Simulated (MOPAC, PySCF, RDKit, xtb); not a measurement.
Dimer: stibine (SMILES [SbH3]) (first 4 atoms) with C2H4 (SMILES C=C); geometry from B3LYP-D3(BJ)/def2-TZVP, rigid monomers moved along the line of their centres of mass till Sb1···C6 is 4.17 Å.
(charge 0, multiplicity 1):
```csv
atom,x (Å),y (Å),z (Å)
Sb,0.6126,-0.1406,0.6466
H,1.1955,0.4873,-0.8452
H,1.9767,0.4665,1.4844
H,-0.2803,1.2875,0.9520
C,-0.2441,0.5453,4.7854
C,-0.3976,-0.7632,4.6403
H,0.7209,0.9846,5.0067
H,-1.0761,1.2311,4.6820
H,-1.3616,-1.2030,4.4154
H,0.4349,-1.4489,4.7415
```

Counterpoise-corrected where a basis set is named; no monomer relaxation. Rows marked so take none. RDKit's UFF carries no charges.

Rows in STO-3G carry no dispersion term and start afresh at each structure; the Pople sets are all-electron and without relativity. The state reached by PM7 isn't checked; PM7 holds dispersion and hydrogen-bond terms.

The values were computed with MOPAC for PM7 (differences of heats of formation); PySCF for STO-3G rows; RDKit for the force fields; xtb for the GFN methods. Values without a source in brackets are computed.

### Question
One of these levels gives -0.08 kcal/mol for the interaction energy. Name it.
(A) HF/STO-3G (no counterpoise)
(B) UFF
(C) GFN1-xTB
(D) PM7

### Answer
A, HF/STO-3G (no counterpoise). The others give -0.92 (UFF), -1.56 (PM7), -1.90 (GFN1-xTB)
